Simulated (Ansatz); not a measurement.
A nudged elastic band was laid between two geometries of C2H6ClNOSi (12 atoms, charge 0, multiplicity 1).

The calculation used RKS B3LYP-D4/def2-SVP (Ansatz).

* movable images: 7
* climbing image: yes
* spring: 5.0 eV/Å²
* optimiser: quadratic models (default)
* start path: through a guess of the saddle point
* force threshold: 0.05 eV/Å
* iteration limit: 60
* end points: relaxed

First end point:

```xyz
12
Properties=species:S:1:pos:R:3
N 2.154 0.475 -0.803
C 0.804 0.343 -0.919
O 0.244 0.146 -1.989
Si -0.327 0.464 0.643
C -1.564 -0.949 0.438
Cl -2.849 -0.859 1.711
H 2.605 0.622 0.091
H 2.727 0.415 -1.640
H 0.432 0.331 1.922
H -1.027 1.774 0.609
H -2.042 -0.885 -0.549
H -1.079 -1.933 0.519
```

Last end point:

```xyz
12
Properties=species:S:1:pos:R:3
N 1.786 1.311 -1.084
C 1.183 0.320 -0.564
O 1.442 -0.931 -1.018
Si -0.124 0.281 0.833
C -1.583 -0.765 0.234
Cl -2.847 -0.863 1.529
H 1.500 2.197 -0.661
H 2.113 -0.840 -1.721
H 0.465 -0.327 2.055
H -0.548 1.682 1.101
H -2.053 -0.335 -0.662
H -1.258 -1.787 -0.007
```

Which bonds break or form, and what moves?

Bonds broken: N1–H8. Bonds formed: O3–H8.

What energy profile does the band end with?

The forces met the threshold. The highest image is number 4 of 0 to 8, 43.8 kcal/mol above the first end and 30.8 kcal/mol above the last; the last end lies 13.1 kcal/mol above the first. Neighbouring images differ by up to 1.7 eV, so the band resolves the path poorly. A vibrational analysis at the climbing image gives 2 clearly imaginary modes (1886i, 46i cm⁻¹): a point of higher order, so a lower path passes nearby. The orbitals stay closed-shell, which can raise the energy where a bond breaks towards radicals; this wasn't checked here.

```
image  path coordinate (Å)  energy (kcal/mol)  N1–H8 (Å)  O3–H8 (Å)
    0                 0.00                0.0       1.02       2.52
    1                 0.68                0.2       1.02       2.52
    2                 1.36                0.5       1.02       2.52
    3                 2.04                5.4       1.02       2.15
    4                 2.72               43.8       1.34       1.33
    5                 3.35               16.9       1.98       0.99
    6                 3.98               13.6       2.26       0.98
    7                 4.61               13.2       2.26       0.98
    8                 5.24               13.1       2.27       0.98
```

What is the geometry of the highest image?


```xyz
12
Properties=species:S:1:pos:R:3:forces:R:3
N 2.157 0.862 -0.854 0.00 0.00 -0.04
C 1.034 0.235 -0.626 -0.03 -0.02 0.00
O 0.842 -0.584 -1.607 0.02 0.01 -0.01
Si -0.243 0.321 0.794 -0.01 0.01 0.03
C -1.645 -0.848 0.318 -0.01 -0.01 -0.01
Cl -2.918 -0.832 1.606 0.01 0.00 0.00
H 2.574 1.579 -0.266 0.02 0.01 0.01
H 1.987 0.027 -1.889 0.00 0.00 0.02
H 0.410 -0.111 2.058 0.01 0.00 0.00
H -0.730 1.720 0.929 0.01 0.01 -0.01
H -2.110 -0.547 -0.632 0.00 0.00 0.00
H -1.282 -1.878 0.202 0.00 0.00 0.00
```

Run time: 4.4 min on 2 threads of Arm Neoverse V1 (shared host), peak memory 0.31 GiB.
